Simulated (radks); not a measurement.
Q: These are the eigenvalues of the occupied orbitals of an atom or ion with whole-number occupations (hartree). All-electron calculation, scalar-relativistic Kohn-Sham, OLYP, spin-polarised, spherical densities, finite nucleus; Fermi nuclear charge, rms radius of each element as measured or else 0.836 A^(1/3) + 0.57 fm. Program: a radial shooting solver on a logarithmic mesh with Libxc functionals.

1s up: -1402.789
1s down: -1402.711
2s up: -249.0736
2s down: -248.9942
2p up: -226.9481
2p down: -226.8436
3s up: -75.96030
3s down: -75.80354
3p up: -68.83696
3p down: -68.67447
3d up: -58.74409
3d down: -58.59346
4s up: -34.46492
4s down: -34.21905
4d up: -28.06864

Which element is it, and in what charge state? The configuration may be excited. Open shells, if any, are filled with parallel spins first.

A: Z = 56, barium, charge +26: Ba26+ in [Ne] 3s2 3p5 3d10 4s2 4d1. The list shows which subshells hold electrons but not how many an open one holds; the 1s level, -1402.8 hartree, gives Z - s = 53.0 by -(Z - s)^2/2, which with screening and relativity narrows Z to a few neighbours, and the depths of the outer levels then fix element, charge and occupations together.
